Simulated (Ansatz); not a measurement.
The lowest singlet and triplet of BF (SMILES [B]F); geometries from B3LYP-D3(BJ)/def2-TZVP, each state relaxed from the structure named, with no frequency check.
Singlet (charge 0, multiplicity 1):
```xyz
2

B      0.000     0.000    -0.813
F      0.000     0.000     0.452
```
Triplet (charge 0, multiplicity 3):
| atom | x (Å) | y (Å) | z (Å) |
|---|---|---|---|
| B | 0.0000 | 0.0000 | -0.8452 |
| F | 0.0000 | 0.0000 | 0.4695 |

A positive gap puts the triplet lower; no zero-point energy. R- takes a restricted singlet. The triplet is unrestricted in single-reference levels. Active spaces average the two states.

Correlated levels freeze the cores.

Codes used: Ansatz (an electronic-structure program). 

R-PBE/def2-TZVPP gives -74.63 kcal/mol for the gap E(singlet) − E(triplet), adiabatic.

Question: Predict the shift from PBE, with its sign, for: R-r2SCAN/def2-TZVPP, R-PBE0/def2-TZVPP, R-wB97M-V/def2-TZVPP, R-B2PLYP/def2-TZVPP, R-MP2/cc-pVQZ, R-CCSD(T)/cc-pVQZ, SC-NEVPT2 on SA-CASSCF(2,3)/cc-pVQZ, FIC-MRCISD+Q on SA-CASSCF(2,3)/cc-pVQZ.

Answer: R-r2SCAN/def2-TZVPP 5.03; R-PBE0/def2-TZVPP 0.79; R-wB97M-V/def2-TZVPP -11.92; R-B2PLYP/def2-TZVPP -5.17; R-MP2/cc-pVQZ -3.14; R-CCSD(T)/cc-pVQZ -8.88; SC-NEVPT2 on SA-CASSCF(2,3)/cc-pVQZ -8.28; FIC-MRCISD+Q on SA-CASSCF(2,3)/cc-pVQZ -8.45 kcal/mol. 2 of 8 lie above PBE; the widest gap is to R-wB97M-V/def2-TZVPP.

Measured: 1Σ+ below a 3Πr by 29144.3 cm-1 = 83.3 kcal/mol (between the minima) [Huber and Herzberg (1979), NIST Chemistry WebBook].
